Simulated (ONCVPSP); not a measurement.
# Pseudopotentials across the periodic table

Generated with ld1.x 7.5 (TM, RRKJ, ultrasoft, PAW), atompaw 4.2 or ONCVPSP 4.0.1. The cutoff is in Ry: for ld1.x and atompaw files where the sum of valence levels is converged to 10 mRy in a Bessel basis, for ONCV files where the hardest occupied wave has 1 mHa per electron of residual kinetic energy. The error is the largest all-electron minus pseudo excitation energy over each file’s own four to seven test configurations (ionisations up to +4, promotions, holes and added fractions of an electron), all of which were solved. The labels leave out finer settings (local radius, basis sizes, second energies), which also bear on the numbers. Spin-polarised tests are not counted. The rows are a selection from randomly drawn settings: files with unsolved tests, undetermined cutoffs or missed reference levels are left out.

A true bound ghost makes a file unfit for plane-wave use even where its test errors are small: the radial tests pick states by their node count and pass the ghost by.

```tsv
element	potential	cutoff (Ry)	largest error (meV)	bound ghosts
Sc	ONCV, PBE, scalar-relativistic, rc 2.65/2.60/1.50 (spd), local smoothed, core correction yes, reference 3d1 4s1, qcut 2.3/3.8/12.7, projectors 2/2/1	89	-85	s, p
V	ONCV, PBE, scalar-relativistic, rc 1.55/1.40/2.00 (spd), local smoothed, core correction yes, reference 3s2 3p6 3d4 4s1, qcut 10.1/8.1/6.7, projectors 2/2/2	55	+51	none
Cr	ONCV, PBE, scalar-relativistic, rc 1.25/1.05/2.15/2.15 (spdf), local smoothed, core correction yes, reference 3s2 3p6 3d4.5, qcut 11.3/6.5/7.4/5.2, projectors 2/2/2/2	80	+26	none
Cu	ONCV, PBE, scalar-relativistic, rc 1.16/0.82/1.26 (spd), local smoothed, core correction yes, reference 3s2 3p6 3d10 4s0.5, qcut 9.2/19.8/14.1, projectors 2/1/2	200	+12	none
Br	ONCV, LDA (Perdew-Wang 92), scalar-relativistic, rc 0.75/1.05/1.00 (spd), local smoothed, core correction yes, reference 3s2 3p6 3d10 4s2 4p4, qcut 18.1/13.7/14.1, projectors 2/2/2	233	-9.7	none
Tc	ONCV, LDA (Perdew-Zunger), scalar-relativistic, rc 2.70/1.45/1.80 (spd), local smoothed, core correction yes, reference 4p6 4d5 5s2, qcut 1.9/8.6/10.2, projectors 2/2/2	54	-32	s
```

Fill in the row for Si: ONCV, PBEsol, scalar-relativistic, rc 0.75/0.90 (sp), local smoothed, core correction yes, reference 2s2 2p6 3s2 3p2, qcut 15/19.1, projectors 3/3.

cutoff 235 Ry, largest error +252 meV, bound ghosts: none.

Fill in the row for Os: ONCV, LDA (Perdew-Zunger), scalar-relativistic, rc 1.55/1.35/2.15 (spd), local smoothed, core correction yes, reference 5s2 5p6 5d6, qcut 9.1/6.3/7.8, projectors 2/2/1.

cutoff 128 Ry, largest error -8.5 meV, bound ghosts: none.

Fill in the row for Ba: ONCV, PBE, non-relativistic, rc 2.70/2.90/2.95 (spd), local smoothed, core correction yes, reference 5s2 5p6 6s2, qcut 5.1/3.7/3.9, projectors 3/2/2.

cutoff 18 Ry, largest error +12 meV, bound ghosts: none.
